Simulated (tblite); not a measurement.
C5H8O2SSi.
SMILES with atom numbers: `[CH3:1][S:2][Si@H:3]([OH:4])[C:5]#[C:6][C:7]([CH3:8])=[O:9]` (hydrogens: H10, H11, H12 on C1; H13 on Si3; H14 on O4; H15, H16, H17 on C8)

Structure optimised with GFN2-xTB, isolated species.

Q: Give the optimised bond lengths and angles.

A: 
```csv
bond,length (Å),order
C1–S2,1.817,single
S2–Si3,2.153,single
Si3–O4,1.615,single
Si3–C5,1.856,single
C5≡C6,1.210,triple
C6–C7,1.441,single
C7–C8,1.507,single
C7=O9,1.207,double
"C1–H10, C1–H11, C1–H12",1.085,single
Si3–H13,1.451,single
O4–H14,0.954,single
"C8–H15, C8–H16, C8–H17",1.088,single
```

Bonds in one row agree within 0.01 Å and their mean is given. Orders are formal, as drawn. A selection of angles:
```csv
angle,degrees
C1–S2–Si3,100.3
S2–Si3–O4,108.7
S2–Si3–C5,104.8
O4–Si3–C5,112.8
Si3–C5–C6,173.7
C5–C6–C7,178.8
C6–C7–C8,113.1
C6–C7–O9,122.4
C8–C7–O9,124.5
H14–O4–Si3,122.6
```

Torsions: C1–S2–Si3–O4 176° (antiperiplanar); H14–O4–Si3–S2 -25° (synperiplanar).

Of the pairs four or more bonds apart, C5···H12 is among the closest relative to their van der Waals radii: 2.81 Å, 97 % of the sum of Bondi's values. The 3 C–C bonds span 1.210 Å (C5≡C6, drawn triple) to 1.507 Å (C7–C8, drawn single), a spread of 0.297 Å. Si3 (oxygen-bound silicon) is distorted tetrahedral (angles from 104.8° to 112.9°).

Point group: C1 (no symmetry element, even within 0.4 Å). Its GFN2-xTB frequencies are all real (lowest 17 cm⁻¹). The numbers are those of one conformer (C1–S2–Si3–O4 176°, S2–Si3–O4–H -25°).

On one thread, Intel Xeon at 2.70 GHz (x86_64), no GPU, shared host, this took 1.3 s wall. That covers the optimisation of the geometry.

All values are computed, not measured.
